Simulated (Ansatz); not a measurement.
Consider the substitution at a C–O bond: `OC([SiH3])O[SiH3]` + H₂S → `OC([SiH3])S` + `O[SiH3]`.

Isolated molecules relaxed with PBE0-D4/def2-TZVP in Ansatz; ΔE leaves out vibrations. CCSD(T)/CBS adds triple-zeta CCSD(T) − MP2 to the extrapolated MP2 energy (def2 sets, frozen cores). This one scheme is used for every species. Functionals use def2-TZVPP. B3LYP here is the variant with VWN-RPA as its local correlation; programs differ in this. One conformer a species, not always the lowest.

| level | ΔE (kJ/mol) |
| --- | --- |
| B3LYP-D4 | -0.9 |
| ωB97M-V | -3.8 |
| B2PLYP | -4.8 |
| B3LYP | -2.9 |
| MP2/def2-TZVPP | -11.0 |
| CCSD(T)/def2-TZVPP | -2.6 |
| SCS-MP2/def2-QZVPP | -10.7 |
| CCSD/CBS(def2) | -8.0 |

Q: What does CCSD(T)/CBS give? (Estimate.)

A: Ansatz gave: -9.2 kJ/mol. The listed levels differ from it by 8.3, 5.4, 4.4, 6.3, -1.8, 6.6, -1.5, 1.2 kJ/mol.

Largest T1 diagnostic among the species: 0.013.

In def2-TZVPP, CCSD(T) changes the Hartree–Fock value by −7.4 kJ/mol (the triples alone add −1.2 kJ/mol) and MP2 by −15.8 kJ/mol.
